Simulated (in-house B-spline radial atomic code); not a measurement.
## RPA and G0W0 on r2SCAN0: the osmium ion Os⁸⁺

Configuration [Xe] 4f14, mean-field start r2SCAN0. Computed with a B-spline radial code for spherical atoms: all electrons, scalar-relativistic (spin-free one-electron X2C), finite nucleus, each spin shell either full or empty, empty states to l = 9 with an (l + 1/2)⁻⁴ tail; G0W0 by contour deformation at full frequency.

Without the two-electron picture change, the correlation of inner shells comes somewhat too large for so heavy an element.

Command:
```bash
python run_gw.py task.json out
```
Settings (radii: box in bohr, nucleus in fm):
```
Z                        76
electrons                68
configuration            [Xe] 4f14
hamiltonian              x2c
method                   r2scan0
lmax                     9
rms_radius               5.4126
spin_polarised           False
box_radius               7.7
intervals                65
```

Time taken, with all properties: 5.6 s on 1 thread of Arm Neoverse N1, with other jobs on the host.

Energies (hartree):

```tsv
term	value
mean-field total	-17240.44445
Hartree-Fock functional on these orbitals	-17235.49246
direct second order	-7.0144
second-order exchange	1.749
SOSEX correction	1.6469
```

Question: What is the RPA correlation energy, and what remains with SOSEX?

Answer: RPA gives -6.1718 hartree (-2.47 eV per electron); RPA + SOSEX gives -4.5249, and the second-order doubles -5.2654 hartree (no singles). SOSEX takes back 27 % of the RPA value.

Quasi-particle levels (eV):

```json
{"level": "5p", "occupied": "yes", "mean field": "-166.11", "Σx - vxc": "-5.98", "Σc": "?", "QP weight": "?", "G0W0": "?"}
{"level": "4f", "occupied": "yes", "mean field": "-175.50", "Σx - vxc": "-14.46", "Σc": "4.00", "QP weight": "0.957", "G0W0": "-185.96"}
{"level": "5d", "occupied": "no", "mean field": "-106.38", "Σx - vxc": "6.95", "Σc": "-2.01", "QP weight": "0.981", "G0W0": "-101.43"}
```

G0W0 = mean field + (Σx - vxc) + Σc, with Σc (partial-wave tail included) taken at the quasi-particle energy. Only the outer levels were computed. Levels of low weight are left out.

Question: Where does G0W0 put 5p?

Answer: At -173.07 eV, with Σc = -0.99 eV and a quasi-particle weight of 0.974. The tabulated removal energy is 168.7 ± 0.5 eV (NIST, semi-empirical); the calculation leaves out spin-orbit coupling, Breit and QED terms, and what these don't explain is the method's own error.
